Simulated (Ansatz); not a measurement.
`[OH][GaH][BH]BF` + SiH₄ → `[OH][GaH][BH][SiH3]` + `BF`  (formal exchange of groups at a B–B bond)

Program: Ansatz. Geometries: PBE0-D4/def2-TZVP. ΔE: electronic, gas phase. CCSD(T)/CBS is the MP2 limit (def2-TZVPP, def2-QZVPP) plus CCSD(T) − MP2 in def2-TZVPP, frozen cores. This one scheme is used for every species. DFT in def2-TZVPP. For Ga outer-core shells are correlated without core-valence functions, which leaves a few kJ/mol of doubt a bond. Scalar relativity is left out up to krypton. One conformer a species, not always the lowest.

```
             level  ΔE (kJ/mol)
          BHLYP-D4          3.7
              PBE0          6.7
           r2SCAN0          6.4
             BHLYP          7.3
         CAM-B3LYP          9.2
           LC-ωPBE          5.2
SCS-MP2/def2-TZVPP          1.6
   CCSD/def2-TZVPP          1.9
```

(1) What does CCSD(T)/CBS give? (Estimate.)

(2) What do rigid-rotor, harmonic-oscillator terms from PBE0-D4/def2-TZVP frequencies (298.15 K, 1 bar) make of the CCSD(T)/CBS value? (Estimate.)

Largest T1 diagnostic among the species: 0.015.

Answers

(1) The calculation gave: +0.7 kJ/mol. The listed levels differ from it by 3.0, 6.0, 5.7, 6.6, 8.5, 4.5, 0.9, 1.2 kJ/mol.

(2) Computed: ΔZPE = +1.9 kJ/mol, ΔH = +2.9 kJ/mol, ΔS = 21 J/(mol·K), ΔG = -3.4 kJ/mol. Modes under 50 cm⁻¹ make the entropy rough.

From PBE to PBE0 (25 % exact exchange), in def2-TZVPP and without D4, ΔE moves by −3.3 kJ/mol. Leaving LDA and LC-ωPBE aside and taking each functional with its dispersion term where it has one, the values, not all of them listed here, spread over 8.3 kJ/mol, from PBE-QIDH to B97M-V.

CCSD(T)/CBS has its own doubt, a few kJ/mol and more with outer-core shells, so smaller differences from it don't rank the levels.
